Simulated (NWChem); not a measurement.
Plane-wave run on MgSe (space group Fm-3m)

```
MgSe
1.0
    0.00000     2.73373     2.73373
    2.73373     0.00000     2.73373
    2.73373     2.73373     0.00000
Mg Se
1 1
Cartesian
  0.00000   0.00000   0.00000
  2.73373   2.73373   2.73373
```

All runs are NWChem calculations. Origin of the cell: Materials Project cell, not relaxed here.

Norm-conserving pseudopotentials with valence charges Mg 2, Se 6, fixed occupations, no spin-orbit coupling, density cut at twice the wavefunction cutoff.

The filled d shells of Se are in the core.

Level: LDA (Vosko), default library, cutoff 25 Ha, density from a 4×4×4 mesh. Bands run along Γ–X–U|K–Γ–L–W–X with k in units of the cell's reciprocal vectors.

Problem. What gap does the band structure show, and how wide is the group of occupied bands?

Solution. It shows an indirect gap along this path of 1.51 eV from Γ to X (smallest direct gap on this path 2.32 eV). The 4 occupied bands reach 13.0 eV below the valence-band top.
